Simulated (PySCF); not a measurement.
C4H12Si2.

```xyz
18

C      0.2754     1.8031     0.0000
C     -0.2911     1.1794     1.2895
Si     0.1622    -0.6400     1.5252
C     -0.3920    -1.5907     0.0000
Si     0.1622    -0.6400    -1.5252
C     -0.2911     1.1794    -1.2895
H      1.3766     1.7067     0.0000
H      0.0705     2.8876     0.0000
H      0.0627     1.7432     2.1699
H     -1.3930     1.2702     1.2945
H      1.6480    -0.7568     1.6656
H     -0.4658    -1.1721     2.7740
H     -0.0040    -2.6223     0.0000
H     -1.4948    -1.6485     0.0000
H     -0.4658    -1.1721    -2.7740
H      1.6480    -0.7568    -1.6656
H     -1.3930     1.2702    -1.2945
H      0.0627     1.7432    -2.1699
```

Geometry optimised at ωB97X-D3(BJ)/def2-SVP. The values are those of a single conformer.

These are PBE/pcSseg-1 in PySCF values and carry that method's errors. Non-relativistic, no solvent.

Computed absolute GIAO shielding of each atom: isotropic value and principal components (ppm):
| atom | σ(iso) | σ11 | σ22 | σ33 | span |
|---|---|---|---|---|---|
| C1 | 152.4 | 145.6 | 154.5 | 157.3 | 11.7 |
| C2 | 165.3 | 148.8 | 168.9 | 178.4 | 29.6 |
| Si3 | 374.9 | 349.4 | 362.3 | 412.9 | 63.6 |
| C4 | 189.9 | 178.1 | 187.8 | 203.9 | 25.9 |
| Si5 | 374.9 | 349.4 | 362.3 | 412.9 | 63.6 |
| C6 | 165.3 | 148.8 | 168.9 | 178.4 | 29.6 |
| H7 | 29.6 | 26.5 | 28.0 | 34.2 | 7.7 |
| H8 | 28.9 | 22.9 | 27.8 | 35.9 | 13.0 |
| H9 | 30.3 | 25.5 | 27.9 | 37.4 | 11.9 |
| H10 | 30.6 | 27.3 | 28.6 | 35.7 | 8.4 |
| H11 | 26.9 | 24.1 | 25.0 | 31.7 | 7.6 |
| H12 | 26.7 | 23.1 | 24.5 | 32.5 | 9.3 |
| H13 | 31.2 | 26.4 | 27.4 | 39.8 | 13.4 |
| H14 | 31.2 | 27.8 | 28.1 | 37.9 | 10.1 |
| H15 | 26.7 | 23.1 | 24.5 | 32.5 | 9.3 |
| H16 | 26.9 | 24.1 | 25.0 | 31.7 | 7.6 |
| H17 | 30.6 | 27.3 | 28.6 | 35.7 | 8.4 |
| H18 | 30.3 | 25.5 | 27.9 | 37.4 | 11.9 |
